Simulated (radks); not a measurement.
The osmium ion Os4+, configuration [Xe] 4f14 5d4. Method: scalar-relativistic Kohn-Sham, PBE, spin-unpolarised, spherical densities, finite nucleus; Fermi nuclear charge, rms radius 5.4126 fm; computed with a radial shooting solver on a logarithmic mesh with Libxc functionals.

Radial electron density D(r) = 4 pi r^2 rho(r):

```
   r/bohr * D(r) (the largest magnitude, 141, reaches the edge; | marks zero)
 0.002731 |             *
 0.003154 |               *
 0.003642 |                  *
 0.004207 |                      *
 0.004819 |                         *
 0.005566 |                            *
 0.006428 |                                *
 0.007423 |                                   *
 0.008505 |                                     *
 0.009822 |                                       *
  0.01134 |                                        *
   0.0131 |                                        *
  0.01501 |                                       *
  0.01733 |                                     *
  0.02002 |                                    *
  0.02312 |                                   *
  0.02649 |                                    *
  0.03059 |                                       *
  0.03533 |                                           *
   0.0408 |                                                *
  0.04674 |                                                    *
  0.05398 |                                                      *
  0.06234 |                                                     *
    0.072 |                                                 *
  0.08249 |                                            *
  0.09526 |                                          *
     0.11 |                                           *
   0.1271 |                                              *
   0.1456 |                                                 *
   0.1681 |                                                *
   0.1942 |                                          *
   0.2242 |                                 *
   0.2569 |                           *
   0.2967 |                          *
   0.3426 |                             *
   0.3957 |                               *
   0.4533 |                             *
   0.5236 |                       *
   0.6046 |                 *
   0.6983 |           *
      0.8 |        *
   0.9239 |       *
    1.067 |     *
    1.232 |    *
    1.412 |  *
     1.63 | *
    1.883 |*
    2.175 |*
    2.491 *
    2.877 *
    3.323 *
    3.838 *
    4.397 *
    5.078 *
```

D(r) has 4 maxima, at r = 0.0119, 0.0549, 0.152, 0.399 bohr, and minima at 0.0229, 0.0984, 0.283 bohr, inside which lie 1.89, 11.05, 29.92 electrons.
